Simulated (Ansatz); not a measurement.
Input file for Ansatz (a first-principles code): R-RI-MP2/cc-pVTZ on C4H10O (SMILES CCC(C)O). Files ending in .json are basis or fitting sets from the Basis Set Exchange.

Ansatz 0.2 input:
```yaml
crystal:
  periodic: [false, false, false]
  atoms:
    - {symbol: C, position_ang: [1.52283911, 0.64703909, 0.27776632]}
    - {symbol: C, position_ang: [0.83527912, -0.46267285, -0.51473574]}
    - {symbol: C, position_ang: [-0.69297314, -0.36293455, -0.57445223]}
    - {symbol: C, position_ang: [-1.36902692, -0.46897871, 0.78685014]}
    - {symbol: O, position_ang: [-1.11575262, 0.81683501, -1.26573240]}
    - {symbol: H, position_ang: [2.60684133, 0.53053589, 0.24126648]}
    - {symbol: H, position_ang: [1.29471522, 1.63258181, -0.13522814]}
    - {symbol: H, position_ang: [1.22956592, 0.64359338, 1.32896865]}
    - {symbol: H, position_ang: [1.09943118, -1.43613139, -0.08990806]}
    - {symbol: H, position_ang: [1.20632591, -0.45624446, -1.54241122]}
    - {symbol: H, position_ang: [-1.05324787, -1.17897257, -1.20541675]}
    - {symbol: H, position_ang: [-1.08803568, -1.39491123, 1.29322924]}
    - {symbol: H, position_ang: [-1.08767266, 0.36436174, 1.43555412]}
    - {symbol: H, position_ang: [-2.45270762, -0.45354369, 0.66917941]}
    - {symbol: H, position_ang: [-0.93558126, 1.57944253, -0.70492982]}
basis:
  gaussian:
    orbitals: cc-pVTZ
    fitting: {mean_field: def2-universal-JKFIT, correlation: cc-pVTZ-RIFIT.json}
magnetization: {spin_polarized: false}
correlation: {method: mp2, electrons: outside_noble_gas}
scf: {lower_state_search: off}
```

Question: What total energy does the run end on?

Answer: -233.1926 hartree.
